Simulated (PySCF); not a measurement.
Method: PBE0/[Sn def2-TZVP with ECP28, F def2-TZVP], scalar-relativistic core potentials, density fitting, no spin–orbit coupling, PySCF. Open shells, if any, are unrestricted.

**Question.** What shape and geometry does isolated singlet SnF₂ take (every ligand bound to Sn)?

**Answer.** Counting electrons, tin keeps 2 of its valence electrons outside its bonds, so the VSEPR class is AX2E1 and the expected shape is bent (C2v), as computed. The angle of 96° is close to 90°: the heavy centre bonds with nearly pure p orbitals and keeps its lone pair s-like. The lowest minimum found is a singlet of C2v symmetry with Sn–F 1.932 Å (×2); F–Sn–F 95.9°. Its harmonic wavenumbers are 192 (a1), 589 (b2), 607 (a1) cm⁻¹ and its dipole moment is 3.72 D.
